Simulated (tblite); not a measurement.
Task: Give a GFN2-xTB geometry of InChI=1S/C6H7P/c7-6-4-2-1-3-5-6/h1-5H,7H2.

Result: 
```xyz
14
C6H7P angstrom
P      2.595   -0.216    0.660
C      0.817   -0.076    0.253
C      0.068   -1.213   -0.030
C     -1.288   -1.110   -0.276
C     -1.912    0.126   -0.228
C     -1.175    1.260    0.070
C      0.182    1.160    0.316
H      2.993    0.882   -0.099
H      2.898   -1.112   -0.364
H      0.555   -2.179   -0.063
H     -1.861   -1.997   -0.505
H     -2.972    0.205   -0.421
H     -1.658    2.225    0.110
H      0.758    2.044    0.555
```

Orientation and origin are arbitrary. Atoms count from 1 in this order. The 7 heavy atoms lie in one plane (0.018 Å rms). P1 (phosphine phosphorus) is pyramidal (angles 95.6°, 95.5° and 92.5°, sum 283.6°, 0.80 Å off the plane of its three neighbours). The 6-membered ring C2–C3–C4–C5–C6–C7 has internal angles of 119.3° to 120.3° (sum 720°, against 720° for a flat polygon); it is planar, 0.00 Å rms from its mean plane, widest ring torsion 2°.

Bonds between heavy atoms (Å): P1–C2 1.829, C2–C3 1.391, C3–C4 1.383, C4–C5 1.385, C5–C6 1.385, C6–C7 1.382, C2–C7 1.391.

Computed geometry: GFN2-xTB, gas phase.

Point group: Cs (tolerance 0.08 Å). Its GFN2-xTB frequencies are all real (lowest 66 cm⁻¹). One conformer, not necessarily the lowest (H–P1–C2–C3 138° and 45°).
